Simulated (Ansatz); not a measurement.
Isomers of Mg4H3 (doublet), relaxed with r2SCAN-D4/def2-TZVP; total energies from Ansatz at PBE0-D4/def2-TZVP.

```json
{"isomer": "A", "description": "point group not assigned; 5 × Mg–Mg 3.10 to 3.13 Å; 4 × H–Mg 1.71 to 1.86 Å", "energy (Eh)": "-801.63403"}
{"isomer": "B", "description": "point group not assigned; 2 × Mg–Mg 2.88 to 2.94 Å; 5 × H–Mg 1.73 to 1.94 Å", "energy (Eh)": "-801.63209"}
```

The isomers come from a short search, and lower ones may exist.

Question: Work out the relative energies (1 Eh = 2625.5 kJ/mol) and the Boltzmann populations at 298 K from electronic energies alone (R = 8.314 J/mol/K).

Answer: ΔE: A 0.0, B 5.1 kJ/mol. RT = 2.48 kJ/mol. Factors exp(−ΔE/RT): A 1, B 0.128; sum 1.128. Populations: A 88.7 %, B 11.3 %. Zero-point energy, vibrational entropy and symmetry numbers are left out and can shift these; an error of 4 kJ/mol changes a ratio by a factor of 5.0. Over the other density-functional and correlated levels in def2 sets, the gap between A and B ranges from -13 to 16 kJ/mol.
